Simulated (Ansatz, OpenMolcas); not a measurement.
# SiHCl2F (SMILES F[SiH](Cl)Cl): methods side by side

The species is SiHCl2F (5 atoms), meant as a singlet with charge 0. As SMILES, `F[SiH](Cl)Cl`. The shape is that of a PBE0-D4/def2-TZVP optimisation.

```xyz
5

F     0.0355   -0.6827    1.4669
Si    0.1157   -0.0484    0.0208
Cl   -0.5119    1.8723    0.1315
Cl   -1.0928   -1.1087   -1.2083
H     1.5033   -0.1061   -0.4524
```

Quantity: the vertical electron affinity (to the doublet anion), in eV. The values are calculated.

The electron affinity is E(neutral) − E(anion): positive where the electron is bound.

```json
{"level": "SVWN5/def2-SVPD", "kind": "LDA", "program": "OpenMolcas", "value (eV)": "-1.05"}
{"level": "PBE/def2-SVPD", "kind": "GGA", "program": "Ansatz", "value (eV)": "-1.17"}
{"level": "M06-L/def2-SVPD", "kind": "meta-GGA", "program": "OpenMolcas", "value (eV)": "-1.83"}
{"level": "M06-2X/def2-SVPD", "kind": "hybrid meta-GGA", "program": "OpenMolcas", "value (eV)": "-1.62"}
{"level": "PBE0/def2-SVPD", "kind": "global hybrid", "program": "OpenMolcas", "value (eV)": "-1.38"}
{"level": "HSE06/def2-SVPD", "kind": "range-separated hybrid", "program": "Ansatz", "value (eV)": "-1.35"}
{"level": "RPA@PBE0/def2-SVPD", "kind": "RPA", "program": "Ansatz", "value (eV)": "-1.50"}
{"level": "MP2/def2-SVPD", "kind": "perturbation theory", "program": "Ansatz", "value (eV)": "-1.72"}
{"level": "CCSD/def2-SVPD", "kind": "coupled cluster or CI", "program": "Ansatz", "value (eV)": "-1.71"}
```

Where it was recorded, the anion's HOMO is positive in SVWN5/def2-SVPD, PBE/def2-SVPD, M06-L/def2-SVPD, M06-2X/def2-SVPD, PBE0/def2-SVPD, HSE06/def2-SVPD: a fault of the level (basis or self-interaction), which says nothing on whether the real anion is bound. The values span -1.83 to -1.05 eV. Negative values mean that the anion is unbound at that level; they are set by how diffuse the basis is and aren't properties of the molecule, whose anion may well be bound.
